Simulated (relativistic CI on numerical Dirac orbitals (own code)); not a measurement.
A reference radial Dirac CI calculation of F²⁺ gave the lowest total energy -97.68075 Ha in 51 SCF steps, from this input:

```
atom F  Z=9  charge=2  electrons=7
nucleus A=19  rms_radius_fm=2.8976
hamiltonian dirac-coulomb  breit=on  qed=on  c_scale=1
orbitals kli  potential=per-configuration
slater_scale 1
correlation none
mixing on
grid step=0.0125 r_max=34.3
scf mixing=0.4 start=green max_iterations=150 tolerance=2e-08 node_fill=0.05
configurations
  [He] 2s2 2p3
  [He] 2s 2p4
  [He] 2p5
  [He] 2s2 2p2 3s
  [He] 2s2 2p2 3p
end
```

One setting was then changed, and the output read:

```
SCF 1: [He] 2s2 2p3
 iter      energy (Ha)   residual   last orbital (Ha)
    1       -96.664782   7.86e-01     -3.29028
    2       -97.378043   3.78e-01     -2.66833
    3       -97.579535   1.31e-02     -2.20744
    4       -97.580256   8.63e-03     -2.23167
    5       -97.580330   4.16e-04     -2.23074
    6       -97.580330   1.52e-04     -2.23020
    7       -97.580329   4.27e-06     -2.22991
    8       -97.580329   1.01e-07     -2.22990
    9       -97.580329   3.32e-08     -2.22990
   10       -97.580329   2.47e-10     -2.22990
SCF 2: [He] 2s 2p4
 iter      energy (Ha)   residual   last orbital (Ha)
    1       -95.702545   8.38e-01     -3.29028
    2       -96.562815   3.92e-01     -2.60908
    3       -96.790653   1.75e-02     -2.12707
    4       -96.791692   8.21e-03     -2.15487
    5       -96.791740   9.39e-04     -2.15778
    6       -96.791741   2.18e-04     -2.15648
    7       -96.791741   1.24e-06     -2.15608
    8       -96.791741   3.49e-07     -2.15608
    9       -96.791741   3.34e-08     -2.15608
   10       -96.791741   9.76e-10     -2.15608
SCF 3: [He] 2p5
 iter      energy (Ha)   residual   last orbital (Ha)
    1       -94.524922   8.86e-01     -3.29028
    2       -95.576156   4.02e-01     -2.55184
    3       -95.828501   2.19e-02     -2.06141
    4       -95.830550   7.33e-03     -2.09088
    5       -95.830648   1.59e-03     -2.09637
    6       -95.830649   5.16e-04     -2.09461
    7       -95.830647   1.06e-04     -2.09355
    8       -95.830648   5.60e-06     -2.09369
      ... 13 steps not shown
SCF 5: [He] 2s2 2p2 3p
 iter      energy (Ha)   residual   last orbital (Ha)
    1       -95.640034   6.71e-01     -0.83087
    2       -95.980483   3.35e-01     -0.75108
    3       -96.077681   1.72e-02     -0.68686
    4       -96.079514   9.53e-03     -0.68178
    5       -96.079575   7.15e-04     -0.67874
    6       -96.079565   4.41e-05     -0.67852
    7       -96.079567   1.24e-05     -0.67851
    8       -96.079568   2.62e-07     -0.67851
    9       -96.079568   1.65e-07     -0.67851
   10       -96.079568   7.70e-10     -0.67851
orbital energies (Ha): 1s -26.6254  2s -2.9393  2p1/2 -2.2349  2p3/2 -2.2299
configuration averages (Ha): Dirac-Coulomb, Breit, QED
  2s2 2p3                        -97.580329    0.017331    0.007622
  2s 2p4                         -96.791741    0.017244    0.007370
  2p5                            -95.830648    0.017213    0.007122
  2s2 2p2 3s                     -96.235889    0.016970    0.007712
  2s2 2p2 3p                     -96.079568    0.016934    0.007675
levels: no., configuration, term, J, E (cm-1), weight
   1 2s2 2p3                4S*  3/2              0.0  1.00
   2 2s2 2p3                2D*  5/2          37537.2  1.00
   3 2s2 2p3                2D*  3/2          37577.6  1.00
   4 2s2 2p3                2P*  1/2          51734.6  0.97
   5 2s2 2p3                2P*  3/2          51741.1  0.97
   6 2s 2p4                 4P   5/2         153360.0  1.00
   7 2s 2p4                 4P   3/2         153883.2  1.00
   8 2s 2p4                 4P   1/2         154156.7  1.00
   9 2s 2p4                 2D   5/2         222770.9  1.00
  10 2s 2p4                 2D   3/2         222790.6  1.00
  11 2s 2p4                 2S   1/2         259335.4  0.99
  12 2s 2p4                 2P   3/2         286303.8  0.98
  13 2s 2p4                 2P   1/2         286887.6  0.98
  14 2s2 2p2 3s             4P   1/2         316296.0  1.00
lowest total energy -97.726899 Ha
end: converged
```

Which setting was changed?
A. start potential
B. node fill of the KLI weights
C. speed of light
D. Slater scale

C. The speed of light × 0.8.
